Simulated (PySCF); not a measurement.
# C2H8BNO2

C2H8BNO2 is a small molecule, neutral, singlet. The structure, one conformer, was relaxed in the gas phase by PBE0-D3(BJ)/def2-SVP. No frequency run checks that it is a minimum.

SMILES: CN(C)B(O)O

Coordinates in Å:
```
O1      1.922    0.764   -0.400
B2      1.083   -0.251    0.010
O3      1.534   -1.487    0.424
N4     -0.311   -0.013    0.006
C5     -0.878    1.243   -0.401
C6     -1.262   -1.008    0.415
H7      2.855    0.545   -0.371
H8      2.486   -1.591    0.400
H9     -1.563    1.121   -1.262
H10    -0.083    1.940   -0.693
H11    -1.464    1.709    0.415
H12    -1.966   -1.259   -0.403
H13    -1.872   -0.661    1.271
H14    -0.743   -1.927    0.713
```

Shieldings: GIAO PBE0/pcSseg-1. Shifts are against computed references at the same level: C TMS (σ 184.4 ppm), H TMS (σ 31.27 ppm). Core levels by delta-SCF with SCAN, pcX-2 on the ionised atom and pcseg-1 elsewhere, spin-free X2C; from the vacuum level, for chosen atoms.

Problem. Give the NMR and core-level values of the distinct atoms.

Solution. 
```
      atoms  bonded to  σ (ppm)  δ (ppm)  core level (eV)
      O1 O3  1 B + 1 H    252.4        -        1s 538.77
         B2  1 N + 2 O     81.4        -        1s 196.89
         N4  1 B + 2 C    210.3        -        1s 404.38
      C5 C6  1 N + 3 H    147.9     36.5        1s 291.21
      H7 H8        1 O    29.66     1.61                -
 H9 H10 H11        1 C    28.64     2.62                -
H12 H13 H14        1 C    28.64     2.63                -
```

Values are those of this one static structure, with the three H of a rotating XH3 group averaged; atoms that internal rotation interchanges would show their mean in an NMR spectrum.

The core-hole state of B2 is spin-contaminated (⟨S²⟩ 0.81 against 0.75 for a pure doublet), so that value and differences from it are less sure.

Problem. By CAM-B3LYP/def2-SVPD (TDDFT singlets, Tamm-Dancoff triplets, ionisation by delta-SCF), where does absorption start, and what does vertical ionisation take?

Solution. The lowest singlet lies at 5.58 eV (f 0.006), the strongest of the first 6 at 7.79 eV (f 0.192), the lowest triplet at 5.50 eV; vertical ionisation takes 8.56 eV.
